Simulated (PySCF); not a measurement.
Zn(Br)(SeH) (BrHSeZn), SMILES [SeH][Zn][Br]. Atoms are numbered in the order given.

```xyz
4

Zn    -0.0081     0.0153     0.0000
Br     0.0038     2.2702     0.0000
Se    -0.0390    -2.2825     0.0000
H      1.4392    -2.3116     0.0000
```

The structure is a stationary point at B3LYP-D3(BJ)/def2-SVP. The structure was generated by enumeration; whether it is a known compound was not checked. One conformer was computed; it need not be the lowest.

Computed with B3LYP/def2-TZVPD run with PySCF.

The molecule is in vacuum.

Task: Estimate the frontier levels, gap, dipole moment and polarisability. (Estimate from the structure and the level; the computed values follow.)

Result: 
```json
{
 "highest_occupied_level": "-7.14 eV",
 "lowest_empty_level": "-1.92 eV",
 "orbital_gap": "5.22 eV",
 "dipole_moment": "1.14 D",
 "quadrupole, principal values (traceless, Buckingham form, about the centre of nuclear charge)": "-7.86, 0.64, 7.22 D·Å",
 "mean_static_polarisability": "80.6 bohr³ (11.94 Å³)",
 "polarisability_principal_values": "62.1, 62.9, 116.7 bohr³"
}
```
